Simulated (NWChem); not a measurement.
C2H6F2Si; SMILES FC(F)[SiH2]C

```xyz
11

C      1.0475     1.7142     0.0000
Si    -0.6522     0.9326     0.0000
C     -0.4192    -0.9771     0.0000
F      0.2993    -1.3383     1.1008
F      0.2993    -1.3383    -1.1008
H      1.6090     1.3945    -0.8909
H      0.9876     2.8128     0.0000
H      1.6090     1.3945     0.8909
H     -1.4409     1.2909     1.2176
H     -1.4409     1.2909    -1.2176
H     -1.3510    -1.5733     0.0000
```
Atoms are numbered in this order, from 1.

Program: NWChem. Coordinates come from a PBE0/def2-SVP optimisation. B3LYP is NWChem's, with the RPA form of VWN correlation. Vertical excitations in the gas phase; the lowest state need not have the same character in each row.

| level | lowest excitation, singlet (eV) | oscillator strength of that lowest state | lowest state with f > 0.02, singlet (eV) | oscillator strength of that bright state | orbital gap (eV) |
|---|---|---|---|---|---|
| PBE/def2-SVP, full TDDFT | ? | 0.006 | ? | ? | ? |
| B3LYP/def2-SVP, full TDDFT | 7.94 | 0.007 | 8.29 | 0.124 | 8.95 |
| Hartree-Fock/def2-SVP, TDHF | 10.03 | 0.003 | 10.14 | 0.061 | 16.45 |

Task: Fill in the missing entries.

Result: 
- PBE/def2-SVP, full TDDFT, lowest excitation, singlet (eV): 7.12
- PBE/def2-SVP, full TDDFT, lowest state with f > 0.02, singlet (eV): 7.45
- PBE/def2-SVP, full TDDFT, oscillator strength of that bright state: 0.084
- PBE/def2-SVP, full TDDFT, orbital gap (eV): 6.95
